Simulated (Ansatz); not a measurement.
Input file for Ansatz (an electronic-structure program): U-B3LYP-D3(BJ)/def2-TZVP on Br3Te (SMILES Br[Te](Br)Br). Elements past Kr take the def2 small-core potentials; no spin–orbit coupling.

Ansatz 0.2 input:
```yaml
crystal:
  periodic: [false, false, false]
  atoms:
    - {symbol: Te, position_ang: [0.00550000, -0.00180000, -0.89880000]}
    - {symbol: Br, position_ang: [2.17390000, -0.01310000, 0.29040000]}
    - {symbol: Br, position_ang: [-1.08460000, 1.90330000, 0.29790000]}
    - {symbol: Br, position_ang: [-1.09480000, -1.88840000, 0.31060000]}
basis:
  gaussian:
    orbitals: def2-TZVP
hamiltonian:
  xc: b3lyp
  dispersion: d3bj
magnetization: {spin_polarized: true, initial_magnetization: 1}
relax: {f_tol: 0.004, max_steps: 120}
```

Program output:

```
WARN ansatz: RAYON_NUM_THREADS=4 ignored (pool sized by the plan → 4); use --threads N
Functional definition: B3LYP
integrals: 0.24 GiB planned
1549 factors; integrals over basis functions are off by at most 1.8e-4 eV
mean field: 2.92 GiB planned
mean field evaluation 1: about -217435.8359 eV, gradient 1.6e1 eV
mean field evaluation 2: about -217431.5130 eV, gradient 3.2e1 eV
mean field evaluation 4: about -217437.4384 eV, gradient 9.4e-1 eV
mean field evaluation 8: about -217437.5307 eV, gradient 9.8e-2 eV
mean field evaluation 16: about -217437.5313 eV, gradient 1.1e-2 eV
mean field evaluation 32: about -217437.5313 eV, gradient 1.4e-4 eV
mean field evaluation 64: about -217437.4941 eV, gradient 1.9e0 eV
mean field -217437.53129338 eV, -7990.6818905794 hartree, gradient 5.8e-6 eV, S^2 0.753676; 6 other end points of the search recorded, 0 dependent functions left out
the calculation of the forces begins
reference -217437.53154410 eV, -7990.6818997932 hartree; 65, 64 occupied and 129, 130 virtual orbitals, 1549 factors
relax step   1: F+E_penalty+E_count = -217437.95698941 eV  Δ(F+E_penalty+E_count) = +0.000e0 eV  max|allowed force component| = 1.827e0 eV/Å  Δτ_max = 0.0000 Å  (176 SCF iters, accepted)
these checks for a lower state are left out or cut short: starts, cluster_reference, orbital_swaps, neighbouring_geometries, increment
integrals: 0.24 GiB planned
1549 factors; integrals over basis functions are off by at most 1.8e-4 eV
mean field: 2.96 GiB planned
mean field -217438.07047413 eV, -7990.7017051066 hartree, gradient 1.4e-5 eV, S^2 0.755171; 0 other end points of the search recorded, 0 dependent functions left out
the calculation of the forces begins
reference -217438.07073356 eV, -7990.7017146406 hartree; 65, 64 occupied and 129, 130 virtual orbitals, 1549 factors
relax step   2: F+E_penalty+E_count = -217438.46289987 eV  Δ(F+E_penalty+E_count) = -5.059e-1 eV  max|allowed force component| = 1.134e0 eV/Å  Δτ_max = 0.1948 Å  (51 SCF iters, accepted)
these checks for a lower state are left out or cut short: starts, cluster_reference, orbital_swaps, neighbouring_geometries, increment
integrals: 0.24 GiB planned
1549 factors; integrals over basis functions are off by at most 1.8e-4 eV
mean field: 2.95 GiB planned
mean field -217438.38800763 eV, -7990.7133742476 hartree, gradient 1.9e-5 eV, S^2 0.754728; 0 other end points of the search recorded, 0 dependent functions left out
the calculation of the forces begins
reference -217438.38827188 eV, -7990.7133839585 hartree; 65, 64 occupied and 129, 130 virtual orbitals, 1549 factors
relax step   3: F+E_penalty+E_count = -217438.76037686 eV  Δ(F+E_penalty+E_count) = -2.975e-1 eV  max|allowed force component| = 8.396e-1 eV/Å  Δτ_max = 0.1958 Å  (43 SCF iters, accepted)
these checks for a lower state are left out or cut short: starts, cluster_reference, orbital_swaps, neighbouring_geometries, increment
integrals: 0.24 GiB planned
1549 factors; integrals over basis functions are off by at most 2.1e-4 eV
mean field: 2.95 GiB planned
mean field evaluation 96: about -217438.5285 eV, gradient 1.4e-3 eV
mean field -217438.52851942 eV, -7990.7185379603 hartree, gradient 2.6e-5 eV, S^2 0.754180; 0 other end points of the search recorded, 0 dependent functions left out
the calculation of the forces begins
reference -217438.52878559 eV, -7990.7185477422 hartree; 65, 64 occupied and 129, 130 virtual orbitals, 1549 factors
relax step   4: F+E_penalty+E_count = -217438.89061667 eV  Δ(F+E_penalty+E_count) = -1.302e-1 eV  max|allowed force component| = 2.534e-1 eV/Å  Δτ_max = 0.1959 Å  (41 SCF iters, accepted)
these checks for a lower state are left out or cut short: starts, cluster_reference, orbital_swaps, neighbouring_geometries, increment
integrals: 0.24 GiB planned
1549 factors; integrals over basis functions are off by at most 2.1e-4 eV
mean field: 2.95 GiB planned
mean field -217438.54027170 eV, -7990.7189698490 hartree, gradient 2.9e-5 eV, S^2 0.753952; 0 other end points of the search recorded, 0 dependent functions left out
the calculation of the forces begins
reference -217438.54053808 eV, -7990.7189796382 hartree; 65, 64 occupied and 129, 130 virtual orbitals, 1549 factors
relax step   5: F+E_penalty+E_count = -217438.90124469 eV  Δ(F+E_penalty+E_count) = -1.063e-2 eV  max|allowed force component| = 6.130e-2 eV/Å  Δτ_max = 0.0654 Å  (38 SCF iters, accepted)
these checks for a lower state are left out or cut short: starts, cluster_reference, orbital_swaps, neighbouring_geometries, increment
integrals: 0.24 GiB planned
1549 factors; integrals over basis functions are off by at most 2.1e-4 eV
mean field: 2.95 GiB planned
mean field -217438.54011634 eV, -7990.7189641394 hartree, gradient 1.4e-5 eV, S^2 0.753929; 0 other end points of the search recorded, 0 dependent functions left out
the calculation of the forces begins
reference -217438.54038262 eV, -7990.7189739252 hartree; 65, 64 occupied and 129, 130 virtual orbitals, 1549 factors
relax step   6: F+E_penalty+E_count = -217438.90158403 eV  Δ(F+E_penalty+E_count) = -3.393e-4 eV  max|allowed force component| = 2.585e-2 eV/Å  Δτ_max = 0.0063 Å  (33 SCF iters, accepted)
these checks for a lower state are left out or cut short: starts, cluster_reference, orbital_swaps, neighbouring_geometries, increment
integrals: 0.24 GiB planned
1549 factors; integrals over basis functions are off by at most 2.1e-4 eV
mean field: 2.95 GiB planned
mean field -217438.53670825 eV, -7990.7188388945 hartree, gradient 2.5e-5 eV, S^2 0.753968; 0 other end points of the search recorded, 0 dependent functions left out
the calculation of the forces begins
reference -217438.53697420 eV, -7990.7188486679 hartree; 65, 64 occupied and 129, 130 virtual orbitals, 1549 factors
relax step   7: F+E_penalty+E_count = -217438.89999669 eV  Δ(F+E_penalty+E_count) = +1.587e-3 eV  max|allowed force component| = 7.530e-2 eV/Å  Δτ_max = 0.0334 Å  (38 SCF iters, rejected (line search))
these checks for a lower state are left out or cut short: starts, cluster_reference, orbital_swaps, neighbouring_geometries, increment
integrals: 0.24 GiB planned
1549 factors; integrals over basis functions are off by at most 2.1e-4 eV
mean field: 2.95 GiB planned
mean field -217438.53988670 eV, -7990.7189557003 hartree, gradient 2.1e-5 eV, S^2 0.753922; 0 other end points of the search recorded, 0 dependent functions left out
the calculation of the forces begins
reference -217438.54015292 eV, -7990.7189654836 hartree; 65, 64 occupied and 129, 130 virtual orbitals, 1549 factors
relax step   8: F+E_penalty+E_count = -217438.90172788 eV  Δ(F+E_penalty+E_count) = -1.438e-4 eV  max|allowed force component| = 6.603e-3 eV/Å  Δτ_max = 0.0088 Å  (32 SCF iters, accepted)
these checks for a lower state are left out or cut short: starts, cluster_reference, orbital_swaps, neighbouring_geometries, increment
integrals: 0.24 GiB planned
1549 factors; integrals over basis functions are off by at most 2.1e-4 eV
mean field: 2.95 GiB planned
mean field evaluation 128: about -217438.5400 eV, gradient 5.0e-4 eV
mean field -217438.53999196 eV, -7990.7189595685 hartree, gradient 1.1e-5 eV, S^2 0.753923; 0 other end points of the search recorded, 0 dependent functions left out
the calculation of the forces begins
reference -217438.54025819 eV, -7990.7189693524 hartree; 65, 64 occupied and 129, 130 virtual orbitals, 1549 factors
relax step   9: F+E_penalty+E_count = -217438.90176124 eV  Δ(F+E_penalty+E_count) = -3.336e-5 eV  max|allowed force component| = 1.569e-3 eV/Å  Δτ_max = 0.0062 Å  (31 SCF iters, accepted)
integrals: 0.24 GiB planned
1549 factors; integrals over basis functions are off by at most 2.1e-4 eV
mean field: 2.95 GiB planned
mean field -217438.53999196 eV, -7990.7189595685 hartree, gradient 1.1e-5 eV, S^2 0.753923; 1 other end points of the search recorded, 0 dependent functions left out
the calculation of the forces begins
reference -217438.54025819 eV, -7990.7189693524 hartree; 65, 64 occupied and 129, 130 virtual orbitals, 1549 factors
Total energy: -217438.90202748 eV, -7990.7322641284 hartree
Atom 0 at    -0.055795     0.000412    -0.394077 Å, force     0.001288    -0.000475    -0.000464 eV/Å
Atom 1 at     2.460074    -0.012990     0.137748 Å, force     0.000380     0.001058    -0.000041 eV/Å
Atom 2 at    -1.194991     2.286561     0.121077 Å, force    -0.000099     0.000130     0.000307 eV/Å
Atom 3 at    -1.209288    -2.273984     0.135352 Å, force    -0.001569    -0.000714     0.000198 eV/Å
Dipole moment:     0.042647    -0.002159    -0.198892 e Å
```

The calculation finished and met its thresholds.

Cost: very roughly 7 core-minutes.
